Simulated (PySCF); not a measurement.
# Core-level binding energies of cis-Si(NH3)2F4

Compound: cis-Si(NH3)2F4.
Geometry (PBE0-D3(BJ)/def2-SVP, Å), atoms numbered from 1 in this order:
```
atom  x, y, z in Å
Si1   -0.589    0.009   -0.620
N2    -0.628   -0.116    1.415
H3    -1.609    0.105    1.594
H4    -0.059    0.550    1.935
H5    -0.457   -1.067    1.741
F6    -0.408    0.129   -2.253
N7     1.448    0.092   -0.552
H8     1.668   -0.117   -1.528
H9     1.925   -0.596    0.028
H10    1.787    1.032   -0.349
F11   -2.232   -0.082   -0.530
F12   -0.493    1.650   -0.316
F13   -0.323   -1.640   -0.544
```

Theory: delta-SCF UKS SCAN, pcX-2 on the ionised atom, pcseg-1 elsewhere, spin-free X2C (PySCF 2.14.0). These are vertical core ionisation energies against the vacuum level, from separate self-consistent calculations with and without the core hole.

Task: List the computed XPS lines with their assignment.

Result: 
```csv
atom(s),bonded to,level,binding energy (eV),2p1/2 (eV),above the level's lowest (eV),count
Si1,4 F and 2 N,Si 2p3/2,108.91,109.53,0.00,1
Si1,4 F and 2 N,Si 1s,1849.48,–,0.00,1
N2/N7,3 H and Si,N 1s,407.63,–,0.00,2
F6/F11,Si,F 1s,691.00,–,0.00,2
F12/F13,Si,F 1s,691.07,–,+0.07,2
```

The 2 F 1s values lie within 0.07 eV of each other; Gaussian lines of 0.5 eV full width would blend them into one maximum.

Task: Which photon wavelength matches the F 1s of F12/F13 threshold?

Result: λ = hc/E = 12398.42 eV Å / 691.07 eV = 17.941 Å.

The first atom of each set that the bonding makes equivalent was ionised and stands for the set. The 2p values add to the ΔSCF energy of one spin-free hole a correction within the shell (spin–orbit coupling, ligand field). 2p1/2 minus 2p3/2 (ligand field included): Si 0.63 eV. Geometry: PBE0-D3(BJ)/def2-SVP; no solvent, vibrations or thermal averaging.
